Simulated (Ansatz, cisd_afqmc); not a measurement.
Species: AlO₃H₃, charge 0, singlet. AlO3H3 (SMILES [OH][Al]([OH])[OH]).
B3LYP-D3(BJ)/def2-TZVP minimum from Ansatz (a program for electronic structure):
```xyz
7

Al     0.0000     0.0000     0.0000
O     -1.0506    -1.3206     0.1337
H     -1.8917    -1.3651    -0.3227
O     -0.4191     1.3198    -0.9738
H      0.1432     2.0882    -1.0795
O      1.4696     0.0009     0.8401
H      1.7485    -0.7231     1.4023
```
Charge 0, spin multiplicity 1.

Total energies in cc-pV(T+d)Z, 24 correlated electrons, 8 frozen orbitals. Open shells are spin-unrestricted; no spin-orbit coupling. Correlated methods leave the cores frozen. No relativity. The Monte Carlo rows (phaseless AFQMC, CISD trial, step 0.005/hartree) carry one-sigma bars that omit the constraint's bias. Outlying blocks are dropped, and bars are widened where a walk drifts. Over all cases where full CI ran beside it in this data, AFQMC minus full CI had a median of +0.1 mEh and passed +0.4 mEh in a tenth of the cases.

```
method         program         energy (Eh)  minus AFQMC/CISD (mEh)
----------  ----------  ------------------  ----------------------
HF              Ansatz          -468.54605             840.6 ± 0.6
MP2             Ansatz          -469.35245              34.2 ± 0.6
CCSD            Ansatz          -469.35805              28.6 ± 0.6
CCSD(T)         Ansatz          -469.38566               1.0 ± 0.6
AFQMC/CISD  cisd_afqmc  -469.3866 ± 0.0006                     0.0
```
